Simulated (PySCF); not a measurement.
SnF, SMILES [Sn+][F] (connectivity only; charge and spin as stated), charge +1, multiplicity 1.

Geometry: B3LYP-D3(BJ)/def2-TZVP. The multiplicity is an assumed one; other spin states were not compared. The def2 effective core potentials stand for the cores of Sn; spin–orbit coupling is left out.

The numbers are results of TDDFT-CAM-B3LYP/def2-TZVPD (PySCF 2.14.0), not measurements.

Vertical excitations; the highest root listed may be one member of a degenerate set. The molecule is in vacuum. State labels are in the subgroup C2v.

| state | symmetry | energy (eV) | λ (nm) | f | main pairs |
|---|---|---|---|---|---|
| S1 | B2 | 5.94 | 209 | 0.101 | HOMO→LUMO+1 (degenerate set) |
| S2 | B1 | 5.94 | 209 | 0.101 | HOMO→LUMO (degenerate set) |
| S3 | A2 | 6.57 | 189 | 0.000 | HOMO−1→LUMO 49 %, HOMO−2→LUMO+1 49 % |
| S4 | A2 | 6.68 | 186 | 0.000 | HOMO−2→LUMO+1, HOMO−1→LUMO (degenerate set) |
| S5 | A1 | 6.68 | 186 | 0.000 | HOMO−1→LUMO+1, HOMO−2→LUMO (degenerate set) |
| S6 | A1 | 7.47 | 166 | 0.000 | HOMO−2→LUMO 40 %, HOMO−1→LUMO+1 40 %, HOMO→LUMO+2 18 % |
| S7 | B2 | 9.24 | 134 | 0.005 | HOMO−1→LUMO+2 (degenerate set) |
| S8 | B1 | 9.24 | 134 | 0.005 | HOMO−2→LUMO+2 (degenerate set) |
| S9 | A1 | 9.86 | 126 | 0.908 | HOMO→LUMO+2 80 % |
| S10 | B2 | 10.39 | 119 | 0.369 | HOMO−3→LUMO+1 95 % |
| T1 | B1 | 4.66 | 266 | 0 | HOMO→LUMO (degenerate set) |
| T2 | B2 | 4.66 | 266 | 0 | HOMO→LUMO+1 (degenerate set) |
| T3 | A1 | 6.21 | 200 | 0 | HOMO−2→LUMO 49 %, HOMO−1→LUMO+1 49 % |
| T4 | A2 | 6.36 | 195 | 0 | HOMO−1→LUMO 49 %, HOMO−2→LUMO+1 49 % |
Triplets are in the Tamm–Dancoff approximation, which puts them higher than full response would, so one can lie above its singlet here.
